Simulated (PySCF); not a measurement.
**2-bromobenzyl alcohol, C7H7BrO**

Molfile (atoms numbered from 1):
```
C7H7BrO
     RDKit          3D

 16 16  0  0  0  0  0  0  0  0999 V2000
   -2.2469   -0.9872   -1.1847 O   0  0  0  0  0  0  0  0  0  0  0  0
   -1.2884   -1.4752   -0.2905 C   0  0  0  0  0  0  0  0  0  0  0  0
    0.1084   -0.9644   -0.5579 C   0  0  0  0  0  0  0  0  0  0  0  0
    1.1042   -1.8188   -1.0423 C   0  0  0  0  0  0  0  0  0  0  0  0
    2.3965   -1.3688   -1.3014 C   0  0  0  0  0  0  0  0  0  0  0  0
    2.7215   -0.0326   -1.0812 C   0  0  0  0  0  0  0  0  0  0  0  0
    1.7525    0.8466   -0.6027 C   0  0  0  0  0  0  0  0  0  0  0  0
    0.4688    0.3723   -0.3486 C   0  0  0  0  0  0  0  0  0  0  0  0
   -0.8205    1.6055    0.3065 Br  0  0  0  0  0  0  0  0  0  0  0  0
   -2.3435   -0.0417   -1.0165 H   0  0  0  0  0  0  0  0  0  0  0  0
   -1.2864   -2.5707   -0.3914 H   0  0  0  0  0  0  0  0  0  0  0  0
   -1.5522   -1.2486    0.7620 H   0  0  0  0  0  0  0  0  0  0  0  0
    0.8476   -2.8667   -1.2205 H   0  0  0  0  0  0  0  0  0  0  0  0
    3.1503   -2.0630   -1.6791 H   0  0  0  0  0  0  0  0  0  0  0  0
    3.7308    0.3340   -1.2819 H   0  0  0  0  0  0  0  0  0  0  0  0
    1.9890    1.8970   -0.4254 H   0  0  0  0  0  0  0  0  0  0  0  0
  1  2  1  0
  2  3  1  0
  3  4  2  0
  4  5  1  0
  5  6  2  0
  6  7  1  0
  7  8  2  0
  8  9  1  0
  8  3  1  0
  1 10  1  0
  2 11  1  0
  2 12  1  0
  4 13  1  0
  5 14  1  0
  6 15  1  0
  7 16  1  0
M  END
```

The calculation used quadratic response CAM-B3LYP/aug-cc-pVDZ first hyperpolarisability, Taylor convention, gas phase in PySCF 2.14.0. Geometry: PBE0-D3(BJ)/def2-SVP.

The calculation is non-relativistic, which matters for the atoms heavier than Zn.

(1) Give the tensor of the static β(0;0,0) in the axes of these coordinates.

## Answers

(1) In au, Taylor convention; rows are the first index (the induced dipole):
```csv
,xx,yy,zz,xy,xz,yz
x,-63.0,-24.0,-20.4,+28.2,+0.8,-7.0
y,+28.2,+2.5,-0.3,-24.0,-7.0,-3.5
z,+0.8,-3.5,-20.9,-7.0,-20.4,-0.3
```
Norm of βᵢ = ⅓ Σⱼ (βᵢⱼⱼ + βⱼᵢⱼ + βⱼⱼᵢ): 114.0 au, hyper-Rayleigh value 44.2 au.
